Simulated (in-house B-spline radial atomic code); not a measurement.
## Removing one electron from Br VIII (Br7+)

Closed shell [Ar] 3d10. Computed with a B-spline radial code for spherical atoms: Koopmans values of Dirac-Hartree-Fock plus a diagonal self-energy, in second order or with its direct term screened (direct RPA, with the hole-particle interaction, or full time-dependent Hartree-Fock), linearised in energy; no-pair Dirac-Coulomb Hamiltonian, finite nucleus. Shifts add to the Koopmans value (the ΔSCF shift is orbital relaxation alone); the final value takes TDHF screening with Breit and QED.

Command:
```bash
python run_mb.py task.json out
```
Settings (nuclear radius in fm, box in bohr, cutoff in hartree):
```
basis_form          2
Z                   35
core_configuration  [Ar] 3d10
rms_radius          4.1629
mass_number         79
speed_of_light      137.036
box_radius          8.943
lmax                7
intervals           62
virtual_cutoff      4900.0
```

Run time, properties included: 23 s on 1 thread of Arm Neoverse V1, with other jobs on the host.

Energies in eV:

| subshell | Koopmans | ΔSCF shift | second order | direct RPA | hole-particle | TDHF | Breit + QED | final |
| --- | --- | --- | --- | --- | --- | --- | --- | --- |
| 3d5/2 | 194.56 | -3.885 | ? | ? | ? | ? | ? | ? |
| 3d3/2 | 195.74 | -3.956 | -3.530 | -1.228 | -1.763 | -1.855 | -0.042 | 193.84 |

**Question.** What does the self-energy do to 3d5/2?

**Answer.** It shifts the removal energy by -3.436 eV in second order, -1.184 with direct RPA, -1.711 with the hole-particle term and -1.800 with TDHF screening (quasi-particle weight 0.978); Breit and QED add 0.009 eV. The final value is 192.77 eV, against 192.61 ± 0.06 eV (NIST, measured).
